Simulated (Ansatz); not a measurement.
C2H7ClOSi2, SMILES O[SiH2]/C(Cl)=C/[SiH3].

Geometry: r2SCAN-D4/def2-SVP. The structure was generated by enumeration; whether it is a known compound was not checked. Other conformers were not sampled.

Two levels are set side by side: PBE/def2-SVPD (Ansatz, a first-principles code) and PBE0/def2-SVPD (Ansatz). Energy differences of separate SCF runs at the same geometry; the states with an electron removed or added have multiplicity 2 and 2. Differences are taken from unrounded values.

```csv
quantity,PBE0
vertical ionisation energy (eV),9.77
vertical singlet–triplet gap (eV),3.65
```

Task: What does PBE give, and how far is it from PBE0? (Estimate from the structure and the level; the computed values follow.)

Result: 
| quantity | PBE | PBE minus PBE0 |
|---|---|---|
| vertical ionisation energy (eV) | 9.45 | -0.32 |
| vertical singlet–triplet gap (eV) | 3.73 | 0.07 |
